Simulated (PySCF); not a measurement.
C2H7O, charge +1, singlet, geometry from GFN2-xTB, with bond 8-3 at 1.3 times its length; B3LYP/6-31G (PySCF).

PySCF was given this input:
```python
from pyscf import gto, scf, dft

mol = gto.Mole()
mol.atom = '''
    C    -0.002231    1.216252   -0.237157
    O     0.062536   -0.002934    0.545532
    C     0.018553   -1.212997   -0.252606
    H     0.037133    2.060339    0.449885
    H     0.874227    1.243769   -0.883843
    H    -0.908753    1.263320   -0.841643
    H     0.072429   -2.064957    0.423650
    H    -1.158791   -1.284342   -1.039281
    H     0.895283   -1.217288   -0.899494
    H    -0.681439   -0.013357    1.183507
'''
mol.basis = '6-31g'
mol.charge = 1
mol.spin = 0
mol.verbose = 4
mol.build()

mf = dft.RKS(mol)
mf.xc = 'b3lyp'
mf.damp = 0.5
mf.diis_start_cycle = 5
mf.kernel()
```

The log (banner, timings and long lists left out):

```
PySCF version 2.14.0

[INPUT] verbose = 4
[INPUT] num. atoms = 10
[INPUT] num. electrons = 26
[INPUT] charge = 1
[INPUT] spin (= nelec alpha-beta = 2S) = 0
[INPUT] symmetry False subgroup None
[INPUT] Mole.unit = angstrom
[INPUT] Symbol           X                Y                Z      unit          X                Y                Z       unit  Magmom
[INPUT]  1 C     -0.002231000000   1.216252000000  -0.237157000000 AA   -0.004215978984   2.298383178455  -0.448161778523 Bohr   0.0
[INPUT]  2 O      0.062536000000  -0.002934000000   0.545532000000 AA    0.118175912926  -0.005544456449   1.030906072186 Bohr   0.0
[INPUT]  3 C      0.018553000000  -1.212997000000  -0.252606000000 AA    0.035060088789  -2.292232119919  -0.477356157422 Bohr   0.0
[INPUT]  4 H      0.037133000000   2.060339000000   0.449885000000 AA    0.070171200183   3.893476433760   0.850159437550 Bohr   0.0
[INPUT]  5 H      0.874227000000   1.243769000000  -0.883843000000 AA    1.652049600700   2.350382772224  -1.670221207114 Bohr   0.0
[INPUT]  6 H     -0.908753000000   1.263320000000  -0.841643000000 AA   -1.717294284877   2.387328807686  -1.590474764657 Bohr   0.0
[INPUT]  7 H      0.072429000000  -2.064957000000   0.423650000000 AA    0.136870973476  -3.902203189003   0.800582472672 Bohr   0.0
[INPUT]  8 H     -1.158791000000  -1.284342000000  -1.039281000000 AA   -2.189797625611  -2.427054630276  -1.963956456464 Bohr   0.0
[INPUT]  9 H      0.895283000000  -1.217288000000  -0.899494000000 AA    1.691839673979  -2.300340934720  -1.699797310690 Bohr   0.0
[INPUT] 10 H     -0.681439000000  -0.013357000000   1.183507000000 AA   -1.287733080597  -0.025241071846   2.236504096506 Bohr   0.0

nuclear repulsion = 90.1190727320402
number of shells = 29
number of NR pGTOs = 94
number of NR cGTOs = 41
basis = 6-31g
ecp = {}

******** <class 'pyscf.dft.rks.RKS'> ********
method = RKS
initial guess = minao
damping factor = 0.5
level_shift factor = 0
DIIS = <class 'pyscf.scf.diis.CDIIS'>
diis_start_cycle = 5
diis_space = 8
diis_damp = 0
SCF conv_tol = 1e-09
SCF conv_tol_grad = None
SCF max_cycles = 50
direct_scf = True
direct_scf_tol = 1e-13
XC library pyscf.dft.libxc version 7.1.2
    S. Lehtola, C. Steigemann, M. J. T. Oliveira, and M. A. L. Marques,  SoftwareX 7, 1–5 (2018)
XC functionals = b3lyp
    P. J. Stephens, F. J. Devlin, C. F. Chabalowski, and M. J. Frisch,  J. Phys. Chem. 98, 11623 (1994)
radial grids:
    Treutler-Ahlrichs [JCP 102, 346 (1995); DOI:10.1063/1.469408] (M4) radial grids

becke partition: Becke, JCP 88, 2547 (1988); DOI:10.1063/1.454033
pruning grids: <function nwchem_prune>
grids dens level: 3
symmetrized grids: False
atomic radii adjust function: <function treutler_atomic_radii_adjust>
small_rho_cutoff = 0
Set gradient conv threshold to 3.16228e-05
Initial guess from minao.
tot grids = 110976
init E= -155.642665552154
  HOMO = -0.343135482599704  LUMO = -0.0146492844211599  gap/eV = 8.93856
cycle= 1 E= -155.236145783445  delta_E= 0.407  |g|= 0.219  |ddm|= 2.45
  HOMO = -0.455190652025045  LUMO = -0.114515722925452  gap/eV = 9.27024
cycle= 2 E= -155.248180766644  delta_E= -0.012  |g|= 0.0757  |ddm|= 0.231
  HOMO = -0.510790630395671  LUMO = -0.164422528905437  gap/eV = 9.42516
cycle= 3 E= -155.249960845558  delta_E= -0.00178  |g|= 0.0338  |ddm|= 0.104
  HOMO = -0.536644361949185  LUMO = -0.186618194576646  gap/eV = 9.52470
cycle= 4 E= -155.250271047132  delta_E= -0.00031  |g|= 0.0139  |ddm|= 0.0398
  HOMO = -0.562805538903668  LUMO = -0.208213935510178  gap/eV = 9.64893
cycle= 5 E= -155.250344871938  delta_E= -7.38e-05  |g|= 0.00537  |ddm|= 0.0391
  HOMO = -0.561633125821262  LUMO = -0.206398344872395  gap/eV = 9.66643
cycle= 6 E= -155.250338648408  delta_E= 6.22e-06  |g|= 0.00829  |ddm|= 0.00964
  HOMO = -0.562051012070306  LUMO = -0.206824689904325  gap/eV = 9.66620
cycle= 7 E= -155.250351194304  delta_E= -1.25e-05  |g|= 0.000263  |ddm|= 0.00504
  HOMO = -0.562059010244161  LUMO = -0.206899855588369  gap/eV = 9.66437
cycle= 8 E= -155.250351216277  delta_E= -2.2e-08  |g|= 5.33e-05  |ddm|= 0.000472
  HOMO = -0.562065010595251  LUMO = -0.206899677085105  gap/eV = 9.66454
cycle= 9 E= -155.25035121681  delta_E= -5.33e-10  |g|= 3.77e-05  |ddm|= 8.52e-05
  HOMO = -0.562061155133804  LUMO = -0.206896197900149  gap/eV = 9.66453
cycle= 10 E= -155.250351217217  delta_E= -4.08e-10  |g|= 2.62e-06  |ddm|= 3.34e-05
  HOMO = -0.562061362200529  LUMO = -0.206896180777524  gap/eV = 9.66454
Extra cycle  E= -155.250351217218  delta_E= -9.95e-13  |g|= 2.29e-06  |ddm|= 5.31e-06
converged SCF energy = -155.250351217218
```
